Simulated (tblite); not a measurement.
H4Sn, charge -1, doublet, at the geometry of the source list (GFN-xTB shapes and energies of metal compounds can be far from the true ones) (a state made from the parent by changing its charge; the spin is typed, not shown lowest); tblite 0.6.0 with GFN1-xTB.

The tblite input:
```
$ tblite run mol.xyz --method gfn1 --charge -1 --spin 1 --efield 0,0,0.1 --json tblite.json --no-restart

# file mol.xyz
5

Sn    -0.00040000    -0.00240000     0.00050000
H     -1.07600000     1.12680000    -0.50160000
H      0.24570000    -1.08960000    -1.19940000
H     -0.58840000    -0.76120000     1.32790000
H      1.41910000     0.72650000     0.37260000
```

What the program printed (banner, timings and long lists left out):

```
xTB calculator
 | screened Coulomb repulsion
 | Coulomb electrostatics
 |  * isotropic Klopman-Ohno-Mataga-Nishimoto electrostatics
 |  * onsite third-order electrostatics
 | DFT-D3(BJ) dispersion correction
 | Interactions (1)
 | [1] electric field

halogen bonding energy    0.0000000000000E+00 Eh
repulsion energy          2.3159151265106E-02 Eh
dispersion energy        -7.3835108293304E-04 Eh
interaction energy        0.0000000000000E+00 Eh
number of electrons       9.0000000000000E+00 e
integral cutoff           2.8182813135037E+01 bohr

------------------------------------------------------------
  cycle        total energy    energy error   density error
------------------------------------------------------------
      1     -4.608722733756  -4.6311435E+00   2.1044906E-01
      2     -4.621537750935  -1.2815017E-02   7.5382690E-02
      3     -4.621176665135   3.6108580E-04   9.9998855E-02
      4     -4.622508641954  -1.3319768E-03   3.9051704E-02
      5     -4.622080771689   4.2787027E-04   4.1960240E-02
      6     -4.622785692546  -7.0492086E-04   1.6541248E-02
      7     -4.622864447932  -7.8755387E-05   3.9407171E-03
      8     -4.622875816813  -1.1368881E-05   5.5677454E-04
      9     -4.622875853444  -3.6630488E-08   2.6915420E-04
     10     -4.622875832744   2.0700062E-08   3.7045847E-04
     11     -4.622875875223  -4.2479572E-08   4.2495698E-05
     12     -4.622875875134   8.9430685E-11   4.4485149E-05
     13     -4.622875876039  -9.0456886E-10   6.9563987E-06
------------------------------------------------------------

electronic energy        -4.6452966762207E+00 Eh
total energy             -4.6228758760385E+00 Eh

Post processing:
 | Mayer-Wiberg bond orders

[Info] JSON dump of results written to 'tblite.json'
```
